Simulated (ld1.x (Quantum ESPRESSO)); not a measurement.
Ranking TM potentials for lead

All share these settings but for the change named:

* Element: lead (Pb)
* Generator: ld1.x (Quantum ESPRESSO) 7.5
* Type: norm-conserving Troullier–Martins (Kleinman–Bylander form)
* Functional: PBE
* Relativity: scalar-relativistic
* Frozen core: [Xe] 4f14
* Valence charge: 14
* Reference configuration: 5d10 6s2 6p2
* Partial waves: 6p (bound): rc 2.00 bohr; 5d (bound): rc 1.90 bohr; 6s (bound): rc 1.95 bohr
* Local potential: the s channel
* Core correction: none

Test errors are all-electron minus pseudo excitation energies from the reference, over 5d10 6s2 6p1; 5d10 6s2 6p0; 5d10 6s1 6p0; 5d10 6s1 6p2; 5d10 6s0 6p0; 5d10 6s2 6p2.3; 5d10 6s0 6p4. None of these files shows a bound ghost.

The base gives 37.9 meV.

Of 8 variants that were run, those that failed, showed a ghost or another fault, or gave nearly equal values are left out.

(1) Rank these variants by their largest absolute test error, smallest first.
A. core correction a·sin(br)/r model core inside 2.26 bohr
B. core correction a·sin(br)/r model core inside 1.80 bohr
C. core correction a·sin(br)/r model core inside 1.16 bohr
D. core correction a·sin(br)/r model core inside 2.06 bohr

## Answers

(1) A (22.6 meV), D (56.0 meV), B (100.0 meV), C (126.8 meV).
